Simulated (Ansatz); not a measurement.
C$_{3}$H$_{6}$O$_{2}$Si (`C=C1C[SiH](O)O1`). Charge 0, multiplicity 1. The structure was optimised at the PBE0-D4/def2-TZVP level. It is one conformer, not always the lowest.

```xyz
12

C    -0.848   -0.448    1.951
C    -0.319   -0.063    0.801
C    -0.772   -0.247   -0.636
Si    0.750    0.782   -0.983
O     2.024    0.173   -1.796
O     0.859    0.665    0.692
H    -1.768   -1.016    1.958
H    -0.374   -0.200    2.891
H    -0.758   -1.286   -0.970
H    -1.749    0.183   -0.854
H     0.620    2.164   -1.485
H     2.335   -0.705   -1.568
```

Question: What is the dipole moment at B3LYP/def2-TZVPP? (An estimate is asked.)

Answer: Computed: 1.98 D, with components (-0.64, -1.41, -1.24) D in this frame, pointing from negative to positive charge.

Question: And with PBE, r2SCAN, ωB97M-V? (Estimate.)

Answer: Computed: PBE 1.90 D, r2SCAN 1.97 D, ωB97M-V 2.00 D.

Question: Give the Mulliken charges with B3LYP, r2SCAN, PBE in def2-TZVPP. (An estimate is asked.)

Answer: The calculation gave: 
| atom | B3LYP | r2SCAN | PBE |
| --- | --- | --- | --- |
| C1 | -0.28 | -0.29 | -0.26 |
| C2 | 0.22 | 0.25 | 0.17 |
| C3 | -0.32 | -0.27 | -0.27 |
| Si4 | 0.63 | 0.66 | 0.52 |
| O5 | -0.38 | -0.40 | -0.34 |
| O6 | -0.38 | -0.38 | -0.30 |
| H7 | 0.10 | 0.08 | 0.09 |
| H8 | 0.10 | 0.09 | 0.09 |
| H9 | 0.09 | 0.07 | 0.09 |
| H10 | 0.10 | 0.08 | 0.09 |
| H11 | -0.08 | -0.09 | -0.08 |
| H12 | 0.19 | 0.21 | 0.19 |

B3LYP here is the variant with VWN-RPA as its local correlation; programs differ in this.
